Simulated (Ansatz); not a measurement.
# Worked example: vertical ionisation energy of AlH2Br (SMILES [AlH2][Br])

The species is AlH2Br (4 atoms), meant as a singlet with charge 0. As SMILES, `[AlH2][Br]`. Geometry: relaxed at PBE0-D4/def2-TZVP.

Both states at this one shape; open shells run unrestricted unless said. 1 Eh = 27.2114 eV.

| level | program | singlet AlH2Br (Eh) | doublet AlH2Br+ (Eh) |
| --- | --- | --- | --- |
| PBE/STO-3G | Ansatz | -2786.155624 | -2785.878958 |
| B2PLYP/STO-3G, 14 core orbitals frozen | Ansatz | -2786.292090 | -2786.012123 |
| MP2/STO-3G, 14 core orbitals frozen | Ansatz | -2784.933372 | -2784.673762 |

Problem. Work out the vertical ionisation energy at each level.

Solution. 
1. PBE/STO-3G: -2785.878958 − (-2786.155624) = 0.276666 Eh = 7.53 eV.
2. B2PLYP/STO-3G: -2786.012123 − (-2786.292090) = 0.279967 Eh = 7.62 eV.
3. MP2/STO-3G: -2784.673762 − (-2784.933372) = 0.259610 Eh = 7.06 eV.

No measured value is set beside it here; the levels span 7.06 to 7.62 eV. Spin-orbit coupling, which splits open shells on such heavy atoms by tenths of an eV, is left out. Minimal sets are far from the basis-set limit. All-electron rows are non-relativistic unless named.
